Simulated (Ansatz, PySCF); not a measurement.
This PySCF input computes a CCSD(T)/cc-pVDZ energy:

```python
from pyscf import gto, scf, mp, cc as ccmod

mol = gto.M(
    atom='''
    O    -2.29498845   -0.38450251    0.52044252
    C    -1.11923642   -0.13436138    0.22358043
    C     0.06915368    0.01046777   -0.01504621
    C     1.34764172    0.17449399   -0.27643776
    O     2.44560772    0.31497140   -0.50070003
    H    -2.99030809    0.25264660    0.24948128
    ''',
    basis='cc-pvdz',
    charge=1,
    spin=0,
    verbose=4,
)

mf = scf.RHF(mol)
mf.conv_tol = 1e-10
mf.max_cycle = 100
mf.kernel()
mp2 = mp.MP2(mf, frozen=5).run()
cc = ccmod.CCSD(mf, frozen=5)
cc.max_cycle = 100
cc.kernel()
et = cc.ccsd_t()
print(f'E(CCSD(T)) = {cc.e_tot + et:.9f}')
```

Task: Write an input for the same energy in Ansatz (a program for electronic structure) and say what it gives.

Result: 
Ansatz 0.2 input:
```yaml
crystal:
  periodic: [false, false, false]
  atoms:
    - {symbol: O, position_ang: [-2.29498845, -0.38450251, 0.52044252]}
    - {symbol: C, position_ang: [-1.11923642, -0.13436138, 0.22358043]}
    - {symbol: C, position_ang: [0.06915368, 0.01046777, -0.01504621]}
    - {symbol: C, position_ang: [1.34764172, 0.17449399, -0.27643776]}
    - {symbol: O, position_ang: [2.44560772, 0.31497140, -0.50070003]}
    - {symbol: H, position_ang: [-2.99030809, 0.25264660, 0.24948128]}
basis:
  gaussian:
    orbitals: cc-pVDZ
total_charge: 1
magnetization: {spin_polarized: false}
correlation: {method: ccsd_t, electrons: outside_noble_gas}
```
It gives -264.32254 Eh, and PySCF -264.32255 Eh, a difference of 0.01 mEh.

It need not be the lowest isomer of its formula.
